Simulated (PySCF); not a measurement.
## How methods differ on the ionisation energy of O²⁺

O²⁺ [He] 2s2 2p2 (3P) → O³⁺ [He] 2s2 2p1 (2P), as a difference of total energies. Calculation: PySCF 2.14, in aug-cc-pwCVQZ (9s8p6d4f2g, 109 functions); the non-relativistic Hamiltonian (point nucleus). Correlated levels: valence: 1s2 frozen; valence and next inner shell: nothing frozen. The calculations carry no spin-orbit coupling.

| method | ionisation energy (eV) |
| --- | --- |
| UHF | 54.608 |
| LDA | 55.421 |
| PBE | 55.269 |
| PBE0 | 55.303 |
| r2SCAN | 55.599 |
| TPSS | 55.214 |
| revPBE | 55.195 |
| BHandHLYP | 55.306 |
| MP2 (valence) | 55.050 |
| SCS-MP2 (valence) | 54.894 |
| MP2 (valence and next inner shell) | 55.115 |
| SCS-MP2 (valence and next inner shell) | 54.944 |

Errors of the correlated levels include the incompleteness of this basis and the frozen core.

Question: Which method comes closest to the reference value, and which is furthest?

Answer: The reference is 54.936 eV (semi-empirical (NIST evaluation); NIST Atomic Spectra Database, ionization energies). Closest: SCS-MP2 (valence and next inner shell) (error 0.008 eV); furthest: r2SCAN (error 0.663 eV).
